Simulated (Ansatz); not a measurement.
Compare A (`O[SiH]1BC1`) with its isomer B (`O=CB[SiH3]`).

Isolated molecules relaxed with PBE0-D4/def2-TZVP in Ansatz; ΔE leaves out vibrations. CCSD(T)/CBS is the MP2 limit (def2-TZVPP, def2-QZVPP) plus CCSD(T) − MP2 in def2-TZVPP, frozen cores. Functionals use def2-TZVPP. B3LYP here is the variant with VWN-RPA as its local correlation; programs differ in this. Each species was taken in one conformer, which may not be the lowest.

Q: Which is lower in electronic energy at CCSD(T)/CBS, and by how much? (Estimate.)

A: Computed: A, by 112.3 kJ/mol.

Q: Give E(B) − E(A) in kJ/mol with r2SCAN-D4, BLYP-D4, LDA (SPW92), CCSD(T)/def2-SVP, B2PLYP, ωB97M-V, B3LYP-D4. (Best estimate.)

A: The calculation gave: r2SCAN-D4 106.5, BLYP-D4 78.7, LDA (SPW92) 128.8, CCSD(T)/def2-SVP 56.7, B2PLYP 98.2, ωB97M-V 113.3, B3LYP-D4 91.7. None reverses the order clearly.

Q: Does the order hold for the free energy at 298.15 K (harmonic terms from PBE0-D4)? (An estimate is asked.)

A: The calculation gave: Yes: G(B) − G(A) = +91.9 kJ/mol, for one conformer each.

Largest T1 diagnostic: 0.021.

Leaving LDA and LC-ωPBE aside and taking each functional with its dispersion term where it has one, the values, not all of them listed here, spread over 38.9 kJ/mol, from BLYP-D4 to r2SCAN0-D4. LDA lies +31.2 kJ/mol from PBE without D4. At CCSD(T), def2-SVP lies −55.6 kJ/mol from the extrapolated value and def2-TZVPP −10.0 kJ/mol.
